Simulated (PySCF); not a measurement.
B(CCH)(Cl)(OH) (C2H2BClO), SMILES C#CB(O)Cl. Geometry: PBE0-D3(BJ)/def2-SVP. Other conformers were not sampled.

Method: PBE0-D3(BJ)/def2-SVP in PySCF.

Harmonic wavenumbers (cm⁻¹): 146, 224, 344, 467, 544, 619, 641, 722, 771, 931, 1181, 1409, 2198, 3476, 3896. Rotational constants (GHz): 6.578, 2.739, 1.934; symmetry number 1.

Problem. Work out the zero-point energy and the ideal-gas rigid-rotor harmonic-oscillator thermochemistry at 298.15 K and 1 atm.

Solution. ZPE = ½ Σ hcν = ½ × 17569 cm⁻¹ = 25.12 kcal/mol. H − E(el) = 29.08 kcal/mol. Entropy in cal/(mol K): translation 39.35, rotation 26.63, vibration 8.65, total 74.62. G − E(el) = 6.83 kcal/mol. Cp = 19.93 cal/(mol K). Modes under 150 cm⁻¹ make the vibrational entropy uncertain.
